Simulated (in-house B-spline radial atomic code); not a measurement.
Inner levels of gallium as electrons are removed. A shift is the extra binding of the orbital against the neutral atom ([Ar] 3d10 4s2 4p1). The density at the nucleus is averaged over the nuclear charge. Computed with a radial B-spline atomic code at the basis-set limit: Dirac-Hartree-Fock, average of the configuration, finite nuclei.

```csv
ion,configuration,shift of 2p1/2 (eV),shift of 1s1/2 (eV),shift of 2p3/2 (eV),radius of 2p1/2 (bohr),radius of 1s1/2 (bohr),radius of 2p3/2 (bohr),Σ<r²> (bohr²),change of density at nucleus (bohr⁻³)
Ga6+,[Ar] 3d7,122.18,120.64,122.21,0.1881,0.048579,0.19153,8.1383,0.2045
Ga7+,[Ar] 3d6,157.48,155.22,157.52,0.18801,0.048581,0.19143,7.1888,10.619
Ga8+,[Ar] 3d5,195.42,192.45,195.45,0.1879,0.048583,0.19131,6.3657,22.528
Ga9+,[Ar] 3d4,235.92,232.29,235.94,0.18775,0.048585,0.19116,5.6432,35.905
Ga10+,[Ar] 3d3,278.9,274.68,278.91,0.18758,0.048587,0.19097,5.0027,50.724
Ga11+,[Ar] 3d2,324.32,319.6,324.31,0.18737,0.048589,0.19075,4.4307,66.971
Ga12+,[Ar] 3d1,372.13,367.01,372.09,0.18713,0.048591,0.19049,3.9164,84.635
Ga13+,[Ne] 3s2 3p6,422.27,416.9,422.2,0.18685,0.048594,0.19019,3.4517,103.71
Ga14+,[Ne] 3s2 3p5,472.18,471.86,472.01,0.18685,0.048588,0.19019,2.9877,127.39
Ga15+,[Ne] 3s2 3p4,523.55,528.69,523.28,0.18653,0.048581,0.18986,2.5509,152.17
Ga16+,[Ne] 3s2 3p3,576.38,587.38,576,0.18619,0.048573,0.1895,2.139,178.03
Ga17+,[Ne] 3s2 3p2,630.65,647.94,630.14,0.18582,0.048565,0.18911,1.7502,205
Ga18+,[Ne] 3s2 3p1,686.34,710.34,685.71,0.18543,0.048556,0.18871,1.3827,233.06
Ga19+,[Ne] 3s2,743.45,774.6,742.68,0.18502,0.048547,0.18828,1.035,262.24
Ga20+,[Ne] 3s1,800.24,837.22,799.35,0.18464,0.048544,0.18788,0.69324,-2.3563
Ga21+,[He] 2s2 2p6,858.2,901.32,857.18,0.18424,0.048541,0.18746,0.36663,-282.65
Ga22+,[He] 2s2 2p5,981.99,1063.68,980.18,0.18141,0.04849,0.18454,0.31508,-197.04
Ga23+,[He] 2s2 2p4,1108.71,1230.39,1106.08,0.17867,0.048436,0.18172,0.26666,-108.56
Ga24+,[He] 2s2 2p3,1238.35,1401.43,1234.85,0.17602,0.048379,0.17899,0.22112,-17.218
```
